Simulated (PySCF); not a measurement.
C3H3BFNO. Atoms are numbered in the order given.

```xyz
10

N      2.7495    -0.2764    -0.1699
C      1.6610    -0.2419     0.2279
C      0.2909    -0.2049     0.6973
C     -0.6641    -1.3424     0.2314
O     -1.5941    -0.4315    -0.4332
B     -0.8059     0.6267    -0.1264
F     -1.0060     1.8826    -0.4430
H      0.2577    -0.0255     1.7835
H     -0.2254    -2.0437    -0.4918
H     -1.1687    -1.8850     1.0432
```
Charge 0, spin multiplicity 1.

Coordinates come from a B3LYP-D3(BJ)/def2-SVP optimisation. The structure was generated by enumeration; whether it is a known compound was not checked.

All values below come from B3LYP-D3(BJ)/def2-SVP (PySCF 2.14.0).

Frequencies are harmonic and unscaled.

Question: Estimate the vibrational spectrum. (An estimate is asked for; the answer gives what the named calculation found.)

Answer: 
```tsv
mode	ν (cm⁻¹)	IR (km/mol)	moving atoms (share of kinetic energy)
1	115	6.8	N 42 %, F 29 %, C 21 %
2	130	6.3	O 42 %, N 21 %, C 16 %, F 13 %
3	238	1.8	C 40 %, H 25 %, N 18 %
4	366	5.2	C 40 %, F 29 %, O 13 %
5	434	4.2	C 47 %, B 24 %, H 10 %, N 9 %
6	533	2.7	C 59 %, N 10 %, F 9 %, H 9 %
7	626	13.8	B 44 %, O 16 %, C 16 %, F 13 %
8	635	1.7	C 43 %, F 27 %, O 14 %, H 10 %
9	799	6.3	C 44 %, H 24 %, B 14 %
10	871	10.8	C 45 %, H 33 %, O 13 %, B 9 %
11	955	42.9	C 44 %, O 28 %, H 24 %
12	1027	51.2	C 66 %, H 21 %, O 12 %
13	1083	0.7	H 46 %, C 39 %, N 10 %
14	1105	5.7	H 61 %, C 32 %
15	1178	36.8	H 68 %, B 15 %, O 10 %
16	1187	78.8	H 55 %, B 25 %, O 13 %
17	1293	19.6	H 57 %, C 34 %
18	1371	92.3	H 42 %, C 29 %, B 18 %, O 8 %
19	1479	60.0	H 81 %, B 10 %
20	1564	382.5	B 65 %, H 12 %, F 11 %
21	2376	27.6	C 62 %, N 38 %
22	3080	21.4	H 95 %
23	3088	1.7	H 92 %
24	3157	8.4	H 89 %, C 11 %
```
